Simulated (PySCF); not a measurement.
**Ag (silver, neutral) across methods**

[Kr] 4d10 5p1, 2P determinant (an excited configuration). Calculation: PySCF 2.14, in x2c-TZVPPall; the spin-free X2C one-electron Hamiltonian (Gaussian nucleus).

```tsv
method	E (hartree)	mean ε 4d α (eV)	mean ε 4d β (eV)	mean ε 5p α (eV)	Σ⟨r²⟩ (bohr²)	⟨S²⟩
B97-3	-5314.93	-11.272	-11.233	-2.312	60.07	0.752
UHF	-5312.69723	-15.904	-15.911	-3.271	61.29	0.755
LDA	-5309.75	-9.504	-9.433	-2.025	58.84	0.752
wB97X-V	-5314.96	-13.642	-13.606	-3.588	59.64	0.754
M06-2X	-5315.69	-13.209	-13.184	-2.820	59.67	0.750
r2SCAN	-5315.25	-9.508	-9.456	-2.064	59.33	0.756
PBE0	-5314.92	-11.162	-11.107	-2.408	59.70	0.753
MN15	-5318.74	-11.941	-11.880	-2.569	58.16	0.757
```

Question: Estimate the same row for PBE.

Answer: E (hartree) = -5314.84; mean ε 4d α (eV) = -9.298; mean ε 4d β (eV) = -9.226; mean ε 5p α (eV) = -1.977; Σ⟨r²⟩ (bohr²) = 59.46; ⟨S²⟩ = 0.753.
